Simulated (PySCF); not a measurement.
Working out the excitation energy of Bi⁺

Bi⁺ [Xe] 4f14 5d10 6s2 6p2 (3P) → Bi⁺ [Xe] 4f14 5d10 6s1 6p3 (5S). Computed with PySCF 2.14 in aug-cc-pwCVDZ-PP with ECP60MDF, with a scalar-relativistic core potential. Frozen: 5s2 5p6 5d10. Energies in hartree (1 hartree = 27.21139 eV):

```json
{"part": "UHF", "Bi⁺ (lower)": "-213.289222", "Bi⁺ (upper)": "-213.059129"}
{"part": "CCSD correlation", "Bi⁺ (lower)": "-0.043782", "Bi⁺ (upper)": "-0.015263"}
{"part": "(T)", "Bi⁺ (lower)": "-0.000497", "Bi⁺ (upper)": "-0.000072"}
```

Question: What does Hartree-Fock give?

Answer: (-213.059129) − (-213.289222) = 0.230093 hartree = 6.261 eV.

Question: What do CCSD and CCSD(T) give?

Answer: The CCSD correlation energies differ by 0.028519 hartree = 0.776 eV and the triples by 0.000425 hartree = 0.012 eV, so CCSD gives 7.037 eV and CCSD(T) 7.049 eV.

A double-zeta basis recovers only part of the correlation energy.
